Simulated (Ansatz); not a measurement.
Geometry optimisation, Ansatz, RHF/def2-SVP.

Input file:

```yaml
crystal:
  periodic: [false, false, false]
  atoms:
    - { symbol: Cl, position_ang: [-0.9371, -3.1507, -0.2568] }
    - { symbol: Si, position_ang: [0.0553, -1.6961, 0.8691] }
    - { symbol: C, position_ang: [-0.6288, 0.025, 0.4759] }
    - { symbol: C, position_ang: [-0.2061, 0.5116, -0.9277] }
    - { symbol: C, position_ang: [0.6197, 1.652, -0.5362] }
    - { symbol: Se, position_ang: [0.4631, 1.3912, 1.3984] }
    - { symbol: H, position_ang: [1.5173, -1.7551, 0.5432] }
    - { symbol: H, position_ang: [-0.0893, -1.9636, 2.293] }
    - { symbol: H, position_ang: [-1.671, 0.1388, 0.7768] }
    - { symbol: H, position_ang: [0.2716, -0.2431, -1.5163] }
    - { symbol: H, position_ang: [-1.205, 0.8603, -1.4226] }
    - { symbol: H, position_ang: [0.2157, 2.6501, -0.8021] }
    - { symbol: H, position_ang: [1.615, 1.5449, -0.8799] }
basis:
  gaussian: { orbitals: def2-SVP }
hamiltonian:
  xc: hf
relax:
  f_tol: 0.015
  max_steps: 40
output:
  orbitals: {}
```

Run as:

```bash
$ ansatz run input.yaml --threads 2 --pin off --max-ram 3072MiB --backend cpu --events-out ev --progress --plain --runs-dir out
```

Question: Where does it end, and by what steps?

Answer: It converged. After 15 steps the energy has fallen by 0.471 eV; H12 moved furthest, 0.47 Å.

```tsv
step	energy less start (eV)	largest force component (eV/Å)	accepted
0	0.0000	5.092	yes
1	-0.3811	1.049	yes
2	-0.4381	0.269	yes
3	-0.4428	0.121	yes
4	-0.4454	0.076	yes
5	-0.4487	0.126	yes
6	-0.4509	0.268	yes
7	-0.4566	0.124	yes
8	-0.4612	0.288	yes
9	-0.4683	0.122	yes
10	-0.4681	0.169	no
11	-0.4649	0.201	no
12	-0.4703	0.048	yes
13	-0.4711	0.046	yes
14	-0.4711	0.051	yes
15	-0.4714	0.005	yes
```

```xyz
13
Properties=species:S:1:pos:R:3
Cl -0.679 -3.185 -0.225
Si 0.160 -1.634 0.893
C -0.712 -0.028 0.463
C -0.407 0.594 -0.921
C 0.711 1.571 -0.527
Se 0.201 1.491 1.380
H 1.589 -1.567 0.539
H -0.022 -1.956 2.319
H -1.773 -0.086 0.702
H -0.132 -0.121 -1.700
H -1.278 1.145 -1.277
H 0.648 2.566 -0.961
H 1.714 1.176 -0.671
```

Time of the run: 68 s on 2 threads of Arm Neoverse V1, with other jobs on the host, peak memory 0.46 GiB.
